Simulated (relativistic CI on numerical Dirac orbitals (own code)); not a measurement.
# One change at a time: Eu XXXVII

Base calculation: Dirac-Coulomb-Breit CI, KLI orbitals optimised for each configuration, QED by a radiative potential, unscaled Slater integrals.

Configuration list (outside the closed core [Ne]): 3s2 3p6 3d9, 3s2 3p5 3d10, 3s 3p6 3d10, 3s2 3p6 3d8 4s, 3s2 3p6 3d8 4p, 3s2 3p6 3d8 4d, 3s2 3p4 3d10 4s, 3s2 3p4 3d10 4p, 3s2 3p5 3d9 4s, 3s2 3p6 3d8 4f, 3s2 3p4 3d10 4d, 3s2 3p5 3d9 4p, 3s 3p5 3d10 4s, 3s2 3p6 3d7 4s2, 3s 3p5 3d10 4p, 3s2 3p5 3d9 4d. Levels of other configurations are missing.

The lowest level and the first level of each name with at least 55 % of one term (blank where a level has no safe partner in the second run):

```tsv
Level	Base (eV)	Shift (eV)
3s2 3p6 3d9 2D_5/2	0.00	0.00
3s2 3p6 3d9 2D_3/2	30.01	+0.01
3s2 3p5 3d10 2P°_3/2	335.42	-0.07
3s2 3p5 3d10 2P°_1/2	474.93	-0.08
3s 3p6 3d10 2S_1/2	659.25	+0.02
3s2 3p6 3d8 4s 4F_9/2	1015.84	+1.97
3s2 3p6 3d8 4s 2F_7/2	1018.31	+2.02
3s2 3p6 3d8 4s 4F_7/2	1045.31	+2.19
3s2 3p6 3d8 4s 4F_5/2	1045.79	+2.19
3s2 3p6 3d8 4s 4P_3/2	1056.79	+2.08
3s2 3p6 3d8 4s 2G_9/2	1058.07	+2.05
3s2 3p6 3d8 4s 2G_7/2	1058.41	+2.06
3s2 3p6 3d8 4s 2P_1/2	1058.44	+2.09
3s2 3p6 3d8 4s 2S_1/2	1100.00	+2.09
3s2 3p6 3d8 4p 2P°_1/2	1109.09	+1.70
3s2 3p6 3d8 4p 4G°_7/2	1116.57	+2.12
3s2 3p6 3d8 4p 4P°_1/2	1126.57	+1.96
3s2 3p6 3d8 4p 2H°_9/2	1128.92	+1.98
3s2 3p6 3d8 4p 4G°_11/2	1132.43	+2.00
3s2 3p6 3d8 4p 4F°_9/2	1134.90	+2.04
3s2 3p6 3d8 4p 2D°_5/2	1136.06	+2.07
3s2 3p6 3d8 4p 4G°_9/2	1161.91	+2.21
```

At this charge energies of transitions that change n are usually good to better than 1 %, and those within a shell (Δn = 0) to a few per cent.

**Question.** One thing was changed in a second run, which moved the levels as shown. Which?
A. Breit term removed
B. one mean potential for all configurations
C. QED terms removed
D. configuration mixing switched off

**Answer.** B. One mean potential for all configurations. One potential for all configurations removes the relaxation of the orbitals, which moves whole configurations and changes the integrals a little.

LS names give the leading component of a level, which can be under half, so a name can repeat, a term be missing and a line seem to break the LS rules.
